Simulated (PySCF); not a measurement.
## Radial density of Sm (samarium, neutral)

M06-L, [Xe] 4f5 6s2 6p1, one real determinant (an excited configuration). All numbers are calculated (PySCF 2.14, the spin-free X2C one-electron Hamiltonian (Gaussian nucleus), in x2c-TZVPPall).

```
r (bohr)  4πr²ρ (e/bohr)  4πr²(ρα − ρβ)
  0.0264           73.01         0.0052
  0.0445           85.86         0.0101
  0.0748           108.2        -0.0017
   0.126           80.72         0.0395
   0.212           94.19         0.6971
   0.356           39.63         3.2570
   0.599           43.61         5.7260
    1.01           14.74         3.5927
    1.69           6.447         0.6741
    2.85           1.221         0.1403
    4.79          0.6401         0.2809
    8.06         0.05580         0.0389
    13.6       0.0003569         0.0003
```

Densities and radii are taken from the X2C orbitals without a picture-change correction, which distorts them close to the nucleus.

⟨L²⟩ = 27.29 against 42 for a pure I term, so this real determinant mixes terms. Spin-orbit coupling, absent here, splits the open shell strongly. ⟨S²⟩ = 12.29 against 12.00 shows spin contamination.
